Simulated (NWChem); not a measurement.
Species: AlH2 cation; SMILES [AlH2+]

Program: NWChem. Each level has its own optimisation; frequencies are unscaled.

For level BP86/def2-TZVP:

| Quantity | Result |
|---|---|
| highest harmonic frequency (cm⁻¹) | 2052 |
| lowest (cm⁻¹) | 529 |

Problem. What are these values for level PBE0-D3(BJ)/def2-TZVP?

Solution. highest harmonic frequency (cm⁻¹): 2111
lowest (cm⁻¹): 554
